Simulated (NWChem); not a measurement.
System: CH4BFS; SMILES CB(S)F

Parts of the log:

```
             Northwest Computational Chemistry Package (NWChem) 7.3.0
             --------------------------------------------------------

                             Geometry "geometry" -> ""
                             -------------------------

 Output coordinates in angstroms (scale by  1.889725989 to convert to a.u.)

  No.       Tag          Charge          X              Y              Z
 ---- ---------------- ---------- -------------- -------------- --------------
    1 B                    5.0000    -0.06181700     0.40210300    -0.10436200
    2 F                    9.0000    -1.25490500     0.92715100    -0.38158800
    3 C                    6.0000     1.17979600     1.35076900    -0.03075200
    4 H                    1.0000     1.28616200     1.87967200    -0.99311500
    5 H                    1.0000     2.13223500     0.85823300     0.20402300
    6 H                    1.0000     0.99214200     2.13099500     0.72635500
    7 S                   16.0000    -0.06398200    -1.38970100     0.15272000
    8 H                    1.0000     1.25824600    -1.50289800     0.39178500

 Effective nuclear repulsion energy (a.u.)     143.8677202270

  pbe96 is a nonlocal functional; adding pw91lda local functional.

                                 NWChem DFT Module
                                 -----------------

 Summary of "ao basis" -> "ao basis" (spherical)
 ------------------------------------------------------------------------------
       Tag                 Description            Shells   Functions and Types
 ---------------- ------------------------------  ------  ---------------------
 B                          6-311g**                 8       18   4s3p1d
 F                          6-311g**                 8       18   4s3p1d
 C                          6-311g**                 8       18   4s3p1d
 H                          6-311g**                 4        6   3s1p
 S                          6-311g**                12       26   6s5p1d

            General Information
            -------------------
          SCF calculation type: DFT
          Wavefunction type:  closed shell.
          No. of atoms     :     8
          No. of electrons :    40
           Alpha electrons :    20
            Beta electrons :    20
          Charge           :     0
          Spin multiplicity:     1
          Use of symmetry is: off; symmetry adaption is: off
          Maximum number of iterations: 150
          AO basis - number of functions:   104
                     number of shells:    52
          Convergence on energy requested:  1.00D-06
          Convergence on density requested:  1.00D-05
          Convergence on gradient requested:  5.00D-04

[...]

                                NWChem TDDFT Module
                                -------------------

            General Information
            -------------------
           No. of orbitals :     208
            Alpha orbitals :     104
             Beta orbitals :     104
        Alpha frozen cores :       0
         Beta frozen cores :       0
     Alpha frozen virtuals :       0
      Beta frozen virtuals :       0
         Spin multiplicity :       1
    Number of AO functions :     104
        Use of symmetry is : off
      Symmetry adaption is : off
         Schwarz screening :  0.10D-07

              XC Information
              --------------
   PerdewBurkeErnzerhof Exchange Functional   1.00
     Perdew 1991 LDA Correlation Functional   1.00 local
    PerdewBurkeErnz. Correlation Functional   1.00 non-local

             TDDFT Information
             -----------------
          Calculation type : Tamm-Dancoff TDDFT
         Wavefunction type : Restricted singlets
          No. of electrons :      40
           Alpha electrons :      20
            Beta electrons :      20
              No. of roots :       6
          Max subspacesize :    5200
            Max iterations :     100
               Target root :       1
           Target symmetry : none
             Energy Cutoff :-0.23D+02
      Symmetry restriction : off
                 Algorithm : Optimal
        Davidson threshold :  0.10D-03

    6 smallest eigenvalue differences (eV)
--------------------------------------------------------
  No. Spin  Occ  Vir  Irrep   E(Occ)    E(Vir)   E(Diff)
--------------------------------------------------------
    1    1    2   21 a       -24.252    -0.040   658.828
    2    1    2   22 a       -24.252    -0.020   659.381
    3    1    2   23 a       -24.252     0.028   660.678
    4    1    2   24 a       -24.252     0.056   661.432
    5    1    2   25 a       -24.252     0.091   662.405
    6    1    2   26 a       -24.252     0.092   662.412
--------------------------------------------------------

  Entering Davidson iterations
  Restricted singlet excited states

  Iter   NTrls   NConv    DeltaV     DeltaE      Time
  ----  ------  ------  ---------  ---------  ---------
    1      6       0     0.56E-01   0.10+100       13.7
    2     12       0     0.34E-02   0.41E-03       13.8
    3     18       6     0.22E-04   0.31E-05       13.8
  ----  ------  ------  ---------  ---------  ---------
  Convergence criterion met

  Ground state a        -563.181565757124 a.u.

  ----------------------------------------------------------------------------
  Root   1 singlet a             24.217219961 a.u.              658.9844 eV
  ----------------------------------------------------------------------------
     Transition Moments    X  0.00415   Y -0.00352   Z -0.02452
     Dipole Oscillator Strength                    0.0101853605
     Electric Quadrupole                           0.0004501075
     Magnetic Dipole                               0.0007506130
     Total Oscillator Strength                     0.0113860811

[...]
```

Level: PBE/6-311G** (spherical d), restricted-window TDA. Geometry: optimised at PBE0/def2-SVP. The quadrupole and magnetic terms of the printed total strengths depend on the origin.

### Question
Reconstruct the input file.

### Answer
One answer among several that fit: the input that was run:
```
start job
memory heap 200 mb stack 900 mb global 1100 mb
geometry units angstroms noautosym nocenter noautoz
  B     -0.061817     0.402103    -0.104362
  F     -1.254905     0.927151    -0.381588
  C      1.179796     1.350769    -0.030752
  H      1.286162     1.879672    -0.993115
  H      2.132235     0.858233     0.204023
  H      0.992142     2.130995     0.726355
  S     -0.063982    -1.389701     0.152720
  H      1.258246    -1.502898     0.391785
end
basis spherical
  * library 6-311g**
end
dft
  xc xpbe96 cpbe96
  iterations 150
end
tddft
  cis
  ecut -23.0
  nroots 6
  notriplet
end
task tddft energy
```
